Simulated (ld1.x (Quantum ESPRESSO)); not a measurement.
**u(r) = r·R(r): atom against pseudo-atom (boron)**

Columns: radius, all-electron u(r) and pseudo u(r) of the 2p shell (level -3.73 eV) of boron in the configuration [He] 2s1.75 2p1.25; PBE, scalar-relativistic, ultrasoft scheme, ld1.x (Quantum ESPRESSO) 7.5.

```csv
r (bohr),all-electron,pseudo
0.103,0.0288,0.0084
0.205,0.0909,0.0327
0.308,0.1659,0.0718
0.410,0.2415,0.1226
0.513,0.3135,0.1831
0.615,0.3776,0.2485
0.718,0.4341,0.3165
0.820,0.4820,0.3823
0.923,0.5231,0.4440
1.025,0.5568,0.4979
1.128,0.5835,0.5434
1.230,0.6033,0.5787
1.332,0.6171,0.6040
1.435,0.6255,0.6202
1.538,0.6290,0.6280
1.640,0.6285,0.6291
1.743,0.6243,0.6252
1.845,0.6172,0.6177
1.948,0.6076,0.6077
2.050,0.5961,0.5961
2.153,0.5828,0.5828
2.255,0.5683,0.5683
2.358,0.5527,0.5527
2.460,0.5365,0.5365
2.562,0.5198,0.5198
2.665,0.5026,0.5026
```

Q: How many radial nodes do the two functions have?

A: The all-electron 2p function has n − l − 1 = 0; the pseudo-wave has 0.

Q: At about which radius was the pseudo-wave matched?

A: 2.05 bohr, where the columns begin to agree (steps of 0.10 bohr).

Q: Where does each function peak?

A: Outermost all-electron maximum near 1.54 bohr, pseudo maximum near 1.64 bohr (to the table’s step).

Q: Is the pseudo-wave norm-conserving?

A: No, it belongs to an ultrasoft set: the norm inside the radius is not constrained, and the difference is carried by the augmentation charge.
